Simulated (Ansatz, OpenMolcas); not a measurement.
How basis sets differ on GaGeH5 (SMILES [GaH2][GeH3])

The species is GaGeH5 (7 atoms), meant as a singlet with charge 0. As SMILES, `[GaH2][GeH3]`. Geometry: relaxed at PBE0-D4/def2-TZVP.

```xyz
7

Ga   -0.3665   -1.3596    0.1114
Ge    0.2778    0.9879   -0.1074
H     0.5299   -2.3543    0.9350
H    -1.6930   -1.8917   -0.5428
H    -0.3075    1.6573   -1.3646
H    -0.2461    1.7798    1.1091
H     1.8055    1.1806   -0.1406
```

Quantity: the HOMO–LUMO gap, in eV. The values are calculated.

```json
{"level": "HF/ANO-R0 (sfX2C)", "kind": "Hartree–Fock", "program": "OpenMolcas", "value (eV)": "10.38", "CPU time": "10 s"}
{"level": "HF/ANO-RCC-MB (DKH2)", "kind": "Hartree–Fock", "program": "OpenMolcas", "value (eV)": "11.03", "CPU time": "8.7 s"}
{"level": "HF/STO-3G", "kind": "Hartree–Fock", "program": "OpenMolcas", "value (eV)": "11.05", "CPU time": "5 s"}
{"level": "HF/3-21G", "kind": "Hartree–Fock", "program": "Ansatz", "value (eV)": "10.47", "CPU time": "2.1 s"}
{"level": "HF/def2-SVP", "kind": "Hartree–Fock", "program": "Ansatz", "value (eV)": "10.71", "CPU time": "7.7 s"}
{"level": "HF/def2-SVPD", "kind": "Hartree–Fock", "program": "OpenMolcas", "value (eV)": "10.71", "CPU time": "20 s"}
```

All-electron rows without a relativistic Hamiltonian named are non-relativistic. The values span 10.38 to 11.05 eV. A Hartree–Fock LUMO above zero doesn't converge with the basis: it sinks as sets grow more diffuse. Orbital gaps aren't excitation energies. Times are those of the runs behind each value, whatever else they computed, on shared processors of several kinds: orders of magnitude only.
